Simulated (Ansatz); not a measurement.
A further run on the cluster Li7H6 (the lowest doublet isomer of a short search).

```yaml
crystal:
  periodic: [false, false, false]
  atoms:
    - {symbol: Li, position_ang: [-0.970879, -1.836145, -0.406919]}
    - {symbol: Li, position_ang: [-1.901736, 0.188530, 0.588729]}
    - {symbol: Li, position_ang: [1.198033, -1.346380, 0.750616]}
    - {symbol: Li, position_ang: [-0.851997, 1.588432, -1.110364]}
    - {symbol: Li, position_ang: [0.487500, -0.397509, -1.847766]}
    - {symbol: Li, position_ang: [1.296255, 1.448993, 0.173169]}
    - {symbol: Li, position_ang: [0.021601, 0.429222, 2.072705]}
    - {symbol: H, position_ang: [-0.684126, -1.085029, 1.265207]}
    - {symbol: H, position_ang: [0.767643, -1.893748, -0.898544]}
    - {symbol: H, position_ang: [-1.350053, -0.197715, -1.176666]}
    - {symbol: H, position_ang: [-0.588769, 1.540164, 0.725878]}
    - {symbol: H, position_ang: [1.699225, 0.232670, 1.428895]}
    - {symbol: H, position_ang: [0.877302, 1.328505, -1.564949]}
basis:
  gaussian: {orbitals: def2-SVPD, fitting: {mean_field: def2-universal-jkfit}, nuclear_model: gaussian}
magnetization: {spin_polarized: false, initial_magnetization: 1}
hamiltonian: {xc: {name: B3LYP5}}
scf: {lower_state_search: off}
output: {forces: true}
```

```sh
$ ansatz run in.yaml --threads 2 --pin off --events-out ev --progress --plain --max-ram 4352MiB
```

Shortened log:

```
Functional definition: B3LYP5
465 factors; integrals over basis functions are off by at most 3.1e-1 eV
mean field evaluation 1: about -1524.0817 eV, gradient 3.3e1 eV
mean field evaluation 2: about -1524.0883 eV, gradient 3.3e1 eV
mean field evaluation 4: about -1531.0250 eV, gradient 2.6e0 eV
mean field evaluation 8: about -1531.1615 eV, gradient 3.0e-1 eV
mean field evaluation 16: about -1531.1623 eV, gradient 1.1e-5 eV
mean field -1531.16227580 eV, -56.2691757765 hartree, gradient 3.7e-6 eV, S^2 0.750000; 0 other end points of the search recorded, 0 dependent functions left out
reference -1531.16251749 eV, -56.2691846586 hartree; 14, 13 occupied and 118, 119 virtual orbitals, 465 factors
Total energy: -1531.16251749 eV, -56.2691846586 hartree
Atom 0 at    -0.970879    -1.836145    -0.406919 Å, force     0.043804     0.048446     0.015505 eV/Å
Atom 1 at    -1.901736     0.188530     0.588729 Å, force     0.105100    -0.011473    -0.030346 eV/Å
Atom 2 at     1.198033    -1.346380     0.750616 Å, force    -0.051872     0.013186     0.008652 eV/Å
Atom 3 at    -0.851997     1.588432    -1.110364 Å, force     0.038611    -0.047406     0.027977 eV/Å
Atom 4 at     0.487500    -0.397509    -1.847766 Å, force    -0.041611     0.004819     0.029337 eV/Å
Atom 5 at     1.296255     1.448993     0.173169 Å, force    -0.048036    -0.010667     0.012300 eV/Å
Atom 6 at     0.021601     0.429222     2.072705 Å, force     0.013199    -0.022660    -0.061693 eV/Å
Atom 7 at    -0.684126    -1.085029     1.265207 Å, force    -0.020615    -0.002833     0.009211 eV/Å
Atom 8 at     0.767643    -1.893748    -0.898544 Å, force     0.000705     0.000074    -0.010029 eV/Å
Atom 9 at    -1.350053    -0.197715    -1.176666 Å, force    -0.024061     0.010487     0.003317 eV/Å
Atom 10 at    -0.588769     1.540164     0.725878 Å, force    -0.026495     0.008474    -0.001225 eV/Å
Atom 11 at     1.699225     0.232670     1.428895 Å, force     0.004801     0.009275    -0.000535 eV/Å
Atom 12 at     0.877302     1.328505    -1.564949 Å, force     0.006471     0.000279    -0.002472 eV/Å
Dipole moment:     0.547195    -0.056894    -0.166817 e Å
Checks for a lower state left out: stability, starts, cluster_reference, orbital_swaps, neighbouring_geometries, increment
```

It took 3.6 s on 2 threads of Arm Neoverse V2 on a shared host.

With spin_polarized false and unpaired electrons the run is restricted open-shell.
